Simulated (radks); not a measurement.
The numbers below are computed, except where a source is named.
Question: Species: the xenon ion Xe2+. Configuration: [Kr] 4d10 5s2 5p4. Code: a radial shooting solver on a logarithmic mesh with Libxc functionals. Model: scalar-relativistic Kohn-Sham, SCAN, spin-unpolarised, spherical densities, finite nucleus; meta-GGA in the generalised Kohn-Sham scheme; Fermi nuclear charge, rms radius 4.7859 fm. Some entries of the table are withheld. Estimate them.

| orbital | occ. | eigenvalue (hartree) | <r> (bohr) |
|---|---|---|---|
| 1s | 2 | -1266.094 | 0.02666 |
| 2s | 2 | -198.3872 | 0.1145 |
| 2p | 6 | -177.9511 | (1) |
| 3s | 2 | -41.48822 | (2) |
| 3p | 6 | -34.83314 | 0.3040 |
| 3d | 10 | (3) | (4) |
| 4s | 2 | (5) | 0.7171 |
| 4p | 6 | -6.10577 | 0.7648 |
| 4d | 10 | -3.00924 | 0.8752 |
| 5s | 2 | -1.47207 | 1.795 |
| 5p | 4 | -0.98990 | 2.084 |

Answer: 
(1) 2p <r> (bohr): 0.1003
(2) 3s <r> (bohr): 0.3057
(3) 3d eigenvalue (hartree): -24.99676
(4) 3d <r> (bohr): 0.2809
(5) 4s eigenvalue (hartree): -8.22535
